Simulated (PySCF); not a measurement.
## GeBi⁺ from Hartree–Fock to correlated methods

State: ³Σ⁻ (triplet), unpaired electrons π ↑↑. Set-up: PySCF, scalar-relativistic core potentials, basis sets Ge cc-pVDZ-PP with ECP10, Bi cc-pVDZ-PP with ECP60. De refers to Ge + Bi⁺ in their high-spin ground configurations, without counterpoise correction. The functionals are run spin-unrestricted. A positive dipole points towards Bi; it is taken about the centre of mass and depends on that origin.

```
      Level  Re (Å)  ωe (cm⁻¹)  De (eV)  μ (D)
        UHF   2.698        187      n/a  -3.91
    UHF-MP2   2.661        233      n/a    n/a
UHF-SCS-MP2   2.677        223      n/a    n/a
   UHF-CCSD   2.708        200      n/a    n/a
UHF-CCSD(T)   2.715        199      n/a    n/a
        PBE   2.722        198      n/a  -2.65
     r²SCAN   2.689        207      n/a  -2.60
      B3LYP   2.714        201      n/a  -2.87
       PBE0   2.679        211      n/a  -2.79
       MN15   2.675        210      n/a  -3.13
     M06-2X   2.684        202      n/a  -3.46
  CAM-B3LYP   2.665        216      n/a  -2.99
```

**Question.** What does the step from GGA to meta-GGA do here, going from PBE to r²SCAN?

**Answer.** r²SCAN less PBE: -3.3 pm in Re, +4.5 % in ωe. 

**Question.** What does second-order correlation do here, going from UHF to UHF-MP2?

**Answer.** UHF-MP2 less UHF: -3.7 pm in Re, +24.6 % in ωe. Correlation nearly always deepens the well. The bond shortens, as in weak, metallic or heavy-atom bonds, where dispersion and the correlation of outer-core electrons pull the atoms together.

**Question.** What does the triples do here, going from UHF-CCSD to UHF-CCSD(T)?

**Answer.** UHF-CCSD(T) less UHF-CCSD: +0.7 pm in Re, -0.5 % in ωe. Correlation nearly always deepens the well. The bond lengthens, as in strong covalent bonds, where excitations into antibonding orbitals dominate.

Correlated steps freeze 8 core orbitals. These are scalar-relativistic numbers at best; spin–orbit coupling would shift them, the dissociation energy most. The state was picked by a PBE0 search and need not be the measured ground state.
